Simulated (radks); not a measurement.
Q: All-electron atom: Fe7+ in [He] 2s2 2p5 3s2 3p6 3d2 (not the ground configuration). All-electron calculation, non-relativistic Kohn-Sham, PBE, spin-polarised, spherical densities, point nucleus; open shells are filled with parallel spins first. Program: a radial shooting solver on a logarithmic mesh with Libxc functionals. Some entries of the table are withheld. Estimate them.

orbital  occ.  eigenvalue (hartree)  <1/r> (bohr^-1)  <r^2> (bohr^2)
1s up       1             -262.9269            25.52        0.004687
1s down     1             -262.7878            25.53        0.004683
2s up       1             -36.67842            5.549         0.08351
2s down     1             -36.36915            5.543         0.08365
2p up       3             -32.84668              (1)         0.06602
2p down     2             -32.51340              (2)         0.06619
3s up       1              -8.58419              (3)          0.6420
3s down     1              -8.44221              (4)          0.6495
3p up       3              -7.36270            1.812          0.6624
3p down     3              -7.21765            1.796          0.6731
3d up       2              -5.34339            1.652          0.6583
3d down     0              -5.18758            1.629          0.6801

A: 
(1) 2p up <1/r> (bohr^-1): 5.500
(2) 2p down <1/r> (bohr^-1): 5.496
(3) 3s up <1/r> (bohr^-1): 1.895
(4) 3s down <1/r> (bohr^-1): 1.881
